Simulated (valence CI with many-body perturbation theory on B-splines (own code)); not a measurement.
E1 transitions of Gd51+

Calculated by relativistic CI+MBPT: three valence electrons over a frozen Dirac-Fock core [Ne], a basis of 11 s, 11 p, 9 d, 7 f, 5 g, 2 h, 1 i functions for each j, with the one-electron correlation potential Σ1 (screened to all orders), the two-electron term Σ2, the three-electron term Σ3, Breit, model QED; selected single and double excitations, second order for the rest (own B-spline code, finite nucleus).

No measured spectrum was set against this ion. As an estimate, large intervals hold to a few tenths of a per cent, small ones and those within an open d or f shell to about a per cent.

Lines 51 to 100 of 271 in falling wavelength, among levels below 929.21 eV, chosen from the strongest by gf and those to the six lowest levels. Wavelengths and rates use the calculated energies. Electric multipoles are in the length gauge, E1 and E2 with the static RPA response of the core. Weak lines are less certain than strong ones. Lines between different terms over intervals too small for the method are left out, as are lines whose strength nearly cancels. The highest levels of a list are the least certain.

Levels are named by their leading jj configuration (3d3/2^4 stands for four electrons in 3d with j = 3/2), which in mixed levels can hold well under half, so a name can repeat and another be missing. Letters in brackets count levels of one name in rising energy.

```
λ vac (nm)                          Upper                       Lower   A (s⁻¹)  log gf  Branch %
     6.408             (3s^2 3d3/2) J=3/2          (3s^2 3p3/2) J=3/2  1.58e+08   -3.41       0.0
     6.323     (3s 3d3/2 3d5/2) J=7/2 [b]  (3s 3p3/2 3d5/2) J=7/2 [a]  1.49e+10   -1.15       2.1
     6.271     (3s 3p3/2 3d5/2) J=3/2 [a]          (3s 3p3/2^2) J=3/2  2.57e+10   -1.22       5.0
     6.230     (3s 3p1/2 3d5/2) J=5/2 [a]  (3s 3p1/2 3p3/2) J=3/2 [b]  1.43e+09   -2.30       0.9
     6.187     (3s 3p1/2 3d3/2) J=3/2 [b]      (3s 3p1/2 3p3/2) J=5/2  2.69e+08   -3.21       0.0
     5.976     (3s 3d3/2 3d5/2) J=3/2 [b]  (3s 3p3/2 3d3/2) J=1/2 [b]  3.45e+10   -1.13       3.3
     5.934     (3s 3d3/2 3d5/2) J=7/2 [b]  (3s 3p3/2 3d3/2) J=5/2 [b]  9.63e+10   -0.39      13.7
     5.932     (3s 3d3/2 3d5/2) J=5/2 [b]  (3s 3p3/2 3d3/2) J=5/2 [b]  2.79e+10   -1.05       2.5
     5.864         (3s 3p1/2 3d3/2) J=1/2  (3s 3p1/2 3p3/2) J=3/2 [a]  4.38e+09   -2.34       0.5
     5.848  (3p1/2 3p3/2 3d5/2) J=3/2 [a]       (3p1/2 3p3/2^2) J=3/2  4.55e+10   -1.03       7.8
     5.782         (3s 3p1/2 3d5/2) J=3/2      (3s 3p1/2 3p3/2) J=1/2  8.81e+10   -0.75      23.1
     5.767     (3s 3p1/2 3d3/2) J=3/2 [b]  (3s 3p1/2 3p3/2) J=3/2 [a]  5.38e+09   -1.97       0.5
     5.736         (3s 3d3/2 3d5/2) J=9/2      (3s 3p3/2 3d5/2) J=9/2  1.64e+10   -1.09       2.1
     5.732         (3s 3d3/2 3d5/2) J=1/2  (3s 3p3/2 3d3/2) J=1/2 [b]  9.27e+10   -1.04       7.0
     5.699     (3s 3p1/2 3d5/2) J=5/2 [a]      (3s 3p1/2 3p3/2) J=5/2  4.68e+09   -1.86       3.0
     5.678     (3s 3p1/2 3d5/2) J=5/2 [b]  (3s 3p1/2 3p3/2) J=3/2 [b]  7.33e+10   -0.67      52.6
     5.665  (3p1/2 3p3/2 3d5/2) J=5/2 [a]       (3p1/2 3p3/2^2) J=5/2  4.96e+10   -0.84      10.4
     5.563         (3s 3p1/2 3d5/2) J=3/2  (3s 3p1/2 3p3/2) J=3/2 [b]  3.27e+10   -1.22       8.6
     5.562     (3s 3d3/2 3d5/2) J=5/2 [b]  (3s 3p3/2 3d3/2) J=3/2 [b]  7.38e+10   -0.69       6.6
     5.559     (3s 3p3/2 3d5/2) J=5/2 [a]          (3s 3p3/2^2) J=5/2  9.74e+10   -0.57      19.4
     5.526      (3p1/2 3p3/2 3d5/2) J=1/2       (3p1/2 3p3/2^2) J=1/2  1.68e+11   -0.81      34.0
     5.507     (3s 3d3/2 3d5/2) J=3/2 [b]  (3s 3p3/2 3d3/2) J=3/2 [b]  6.82e+10   -0.91       6.5
     5.490         (3s 3p3/2 3d5/2) J=1/2          (3s 3p3/2^2) J=1/2  2.27e+11   -0.69      49.4
     5.485     (3s 3d3/2 3d5/2) J=7/2 [a]  (3s 3p3/2 3d3/2) J=5/2 [a]  1.29e+11   -0.33      14.3
     5.456  (3p1/2 3p3/2 3d5/2) J=3/2 [b]       (3p1/2 3p3/2^2) J=1/2  9.86e+10   -0.75      13.3
     5.445             (3s^2 3d5/2) J=5/2          (3s^2 3p3/2) J=3/2  1.36e+11   -0.44     100.0
     5.444         (3s 3p1/2 3d5/2) J=7/2      (3s 3p1/2 3p3/2) J=5/2  9.10e+10   -0.49      86.3
     5.431          (3p1/2^2 3d5/2) J=5/2       (3p1/2^2 3p3/2) J=3/2  7.22e+10   -0.72      37.7
     5.402  (3p1/2 3p3/2 3d5/2) J=5/2 [b]       (3p1/2 3p3/2^2) J=3/2  2.89e+11   -0.12      37.4
     5.388  (3p1/2 3p3/2 3d5/2) J=7/2 [b]       (3p1/2 3p3/2^2) J=5/2  1.97e+11   -0.16      43.1
     5.381     (3s 3p3/2 3d5/2) J=5/2 [b]          (3s 3p3/2^2) J=3/2  3.14e+11   -0.09      28.7
     5.352     (3s 3p3/2 3d5/2) J=7/2 [a]          (3s 3p3/2^2) J=5/2  1.43e+11   -0.31      47.1
     5.340     (3s 3p1/2 3d5/2) J=5/2 [a]  (3s 3p1/2 3p3/2) J=3/2 [a]  1.48e+11   -0.42      95.5
     5.323     (3s 3d3/2 3d5/2) J=5/2 [a]  (3s 3p3/2 3d3/2) J=3/2 [a]  1.43e+11   -0.44      15.3
     5.320     (3s 3p3/2 3d5/2) J=3/2 [a]          (3s 3p3/2^2) J=5/2  4.26e+10   -1.14       8.2
     5.311  (3p1/2 3p3/2 3d5/2) J=5/2 [b]       (3p1/2 3p3/2^2) J=5/2  3.74e+10   -1.02       4.8
     5.300     (3s 3p3/2 3d5/2) J=3/2 [b]          (3s 3p3/2^2) J=1/2  1.51e+11   -0.60      14.5
     5.261     (3s 3d3/2 3d5/2) J=3/2 [a]  (3s 3p3/2 3d3/2) J=1/2 [a]  1.39e+11   -0.64      16.1
     5.259         (3s 3d3/2 3d5/2) J=9/2      (3s 3p3/2 3d3/2) J=7/2  2.10e+11   -0.06      26.6
     5.234     (3s 3p1/2 3d5/2) J=5/2 [b]      (3s 3p1/2 3p3/2) J=5/2  4.74e+10   -0.93      34.1
     5.233     (3s 3d3/2 3d5/2) J=3/2 [a]  (3s 3p3/2 3d3/2) J=3/2 [a]  4.24e+10   -1.16       4.9
     5.136         (3s 3p1/2 3d5/2) J=3/2      (3s 3p1/2 3p3/2) J=5/2  2.09e+10   -1.48       5.5
     5.079     (3s 3d3/2 3d5/2) J=7/2 [b]      (3s 3p3/2 3d3/2) J=7/2  4.55e+10   -0.85       6.5
     5.078     (3s 3d3/2 3d5/2) J=5/2 [b]      (3s 3p3/2 3d3/2) J=7/2  2.71e+10   -1.20       2.4
     5.029     (3s 3p3/2 3d5/2) J=7/2 [b]          (3s 3p3/2^2) J=5/2  2.13e+11   -0.19      27.6
     5.013     (3s 3d3/2 3d5/2) J=7/2 [b]  (3s 3p3/2 3d3/2) J=5/2 [a]  2.52e+10   -1.12       3.6
     5.012     (3s 3d3/2 3d5/2) J=5/2 [b]  (3s 3p3/2 3d3/2) J=5/2 [a]  6.82e+10   -0.81       6.1
     4.930     (3s 3p1/2 3d5/2) J=5/2 [b]  (3s 3p1/2 3p3/2) J=3/2 [a]  6.70e+09   -1.83       4.8
     4.843         (3s 3p1/2 3d5/2) J=3/2  (3s 3p1/2 3p3/2) J=3/2 [a]  4.54e+10   -1.19      11.9
     4.665     (3s 3p3/2 3d5/2) J=5/2 [b]          (3s 3p3/2^2) J=5/2  5.97e+10   -0.93       5.5
```
